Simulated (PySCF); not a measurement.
**From computed data to an observable: entropy of an ideal gas**

B(CCH)2(OH) (C4H3BO), SMILES C#CB(O)C#C.

Geometry optimised at PBE-D3(BJ)/def2-SVP. The values are those of a single conformer.

PBE-D3(BJ)/def2-SVP (PySCF) gives the harmonic wavenumbers 110, 182, 211, 272, 447, 491, 609, 644, 661, 665, 668, 720, 722, 946, 1201, 1339, 2105, 2119, 3393, 3395, 3719 cm⁻¹ and the rotational temperatures 0.2770, 0.1192, 0.0834 K. The molar mass is 77.88 g/mol, the symmetry number 1, the spin multiplicity 1.

Work out the entropy at 298.15 K and 1 atm in the rigid-rotor, harmonic-oscillator model.


Translation (Sackur–Tetrode at 1 atm): S = R[1.5 ln M + 2.5 ln T − 1.16487] = 163.1 J/(mol K).
Rotation: q = (√π/σ) T^1.5/√(θA θB θC) = 174000, S = R[ln q + 3/2] = 112.8 J/(mol K).
Vibration: with u = 1.4388 ν/T, each mode gives R[u/(e^u − 1) − ln(1 − e^−u)]:
```
ν (cm⁻¹)  modes     u  S (J/(mol K))
--------  -----  ----  -------------
110           1  0.53          13.68
182           1  0.88           9.66
211           1  1.02           8.51
272           1  1.31           6.63
447           1  2.16           3.37
491           1  2.37           2.85
609           1  2.94           1.82
644           1  3.11           1.59
661           1  3.19           1.49
665           1  3.21           1.47
668           1  3.22           1.45
720           1  3.47           1.19
722           1  3.48           1.18
946           1  4.57           0.49
1201          1  5.80           0.17
1339          1  6.46           0.10
```
The stiffer modes add less than 0.005 each. Sum 55.6 J/(mol K).
Spin: R ln 1 = 0.0 J/(mol K).
Total 331.5 J/(mol K); the program's own thermochemistry gives 331.5. Translation makes up 49 % and vibration 17 %. Anharmonicity, hindered rotation and orbital degeneracy are left out.
